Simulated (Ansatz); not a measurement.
System: TeO, charge 0, triplet. TeO (SMILES [Te]=O, triplet).
B3LYP-D3(BJ)/def2-TZVP minimum from Ansatz (a quantum-chemistry and plane-wave program):
```
O
Te 1 1.8289
```
Charge 0, spin multiplicity 3.

Wanted: atomisation energy (electronic, to ground-state atoms), in kJ/mol. Radicals and triplets start from unrestricted determinants; spin-orbit coupling is neglected. Cores are frozen in correlated methods (noble-gas shells, and filled d and f shells in the p block). Past Kr the def2 sets carry scalar-relativistic core potentials. CBS(X,Y): correlation extrapolated as X^-3, Hartree-Fock from the larger set. A bracket is a step between two methods taken in the basis named. Spin-orbit terms, left out, reach several kcal/mol for Br and I, and more for heavier atoms. The UHF reference of OTe (O=[Te], triplet) is spin-contaminated (<S^2> up to 0.08 over the pure value in the sets run). The determinant of OTe (O=[Te], triplet) is a saddle point of the SCF energy; a lower one exists, which strains HF and MP2.

CCSD(T)/CBS(def2-TZVPP,def2-QZVPP) + [CCSDT(Q) - CCSD(T)]/def2-QZVPP + [CCSDTQ - CCSDT(Q)]/def2-SVP (Ansatz) gives 397.9 kJ/mol.

Problem. What does PBE/def2-TZVPD (Ansatz) give here, and how do the other levels compare?

Solution. PBE gives 465.3 kJ/mol, 67.4 kJ/mol above it. Differences of the others: B3LYP/def2-TZVPD (Ansatz) 1.9; PBE0/def2-TZVPD (Ansatz) -8.1; wB97M-V/def2-TZVPD (Ansatz) -18.2; B2PLYP/def2-TZVPD (Ansatz) 9.3; CCSD(T)/CBS(def2-TZVPP,def2-QZVPP) (Ansatz) -3.9 kJ/mol.
